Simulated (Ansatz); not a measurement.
A nudged elastic band was laid between two geometries of C2H10O2Si2 (16 atoms, charge 0, multiplicity 1).

Theory: RKS B3LYP/6-31G* in Ansatz 0.2.0.

- movable images: 7
- climbing image: yes
- spring: 5.0 eV/Å²
- optimiser: quadratic models (default)
- start path: through a guess of the saddle point
- force threshold: 0.03 eV/Å
- iteration limit: 40
- end points: relaxed

Initial state:

```xyz
16
Properties=species:S:1:pos:R:3
O 0.265 -2.995 -1.152
C 1.383 -2.184 -0.886
O 1.101 -0.806 -0.926
C 0.217 -0.368 0.112
Si -0.124 1.487 -0.168
Si -1.542 2.359 1.497
H -0.027 -2.792 -2.056
H 1.730 -2.488 0.110
H 2.183 -2.329 -1.624
H 0.678 -0.536 1.100
H -0.717 -0.947 0.091
H 1.167 2.231 -0.162
H -0.755 1.670 -1.505
H -0.945 2.193 2.853
H -1.776 3.812 1.269
H -2.864 1.670 1.492
```

Final state:

```xyz
16
Properties=species:S:1:pos:R:3
O 1.271 -2.843 -0.127
C 1.456 -1.732 -0.971
O 0.248 -1.169 -1.421
C -0.539 -0.564 -0.378
Si -0.128 1.299 -0.186
Si -1.309 2.294 1.592
H 0.789 -3.512 -0.640
H 2.045 -1.019 -0.379
H 1.999 -1.994 -1.887
H -0.418 -1.122 0.559
H -1.587 -0.675 -0.680
H 1.336 1.464 0.045
H -0.458 1.995 -1.461
H -0.970 1.642 2.888
H -0.978 3.743 1.700
H -2.781 2.171 1.389
```

Q: Which bonds break or form, and what moves?

A: No bond is made or broken. The dihedral C2–O3–C4–H10 goes from 63 to -34°.

Q: What energy profile does the band end with?

A: The run converged. The highest image is number 5 of 0 to 8, 6.3 kJ/mol above the first end and 2.2 kJ/mol above the last; the last end lies 4.1 kJ/mol above the first. A vibrational analysis at the climbing image gives one clearly imaginary mode, 63i cm⁻¹: a first-order saddle point.

```
image  path coordinate (Å)  energy (kJ/mol)  dihedral C2–O3–C4–H10 (°)
    0                 0.00              0.0                         63
    1                 0.55              0.5                         52
    2                 1.10              1.8                         42
    3                 1.65              3.7                         29
    4                 2.20              5.5                         16
    5                 2.75              6.3                          1
    6                 3.23              5.7                        -13
    7                 3.72              4.6                        -25
    8                 4.20              4.1                        -34
```

Q: What is the geometry of the highest image?

A: 
```xyz
16
Properties=species:S:1:pos:R:3
O 0.934 -3.118 -0.471
C 1.476 -1.916 -0.958
O 0.504 -0.968 -1.321
C -0.290 -0.476 -0.224
Si -0.121 1.427 -0.157
Si -1.424 2.364 1.569
H 0.391 -3.497 -1.182
H 2.121 -1.547 -0.149
H 2.071 -2.067 -1.869
H 0.026 -0.937 0.721
H -1.334 -0.777 -0.380
H 1.314 1.768 0.056
H -0.537 2.000 -1.468
H -1.018 1.819 2.895
H -1.267 3.845 1.609
H -2.869 2.057 1.373
```

Run time: 4.5 min on 2 threads of Arm Neoverse V2, on a shared host, peak memory 0.32 GiB.
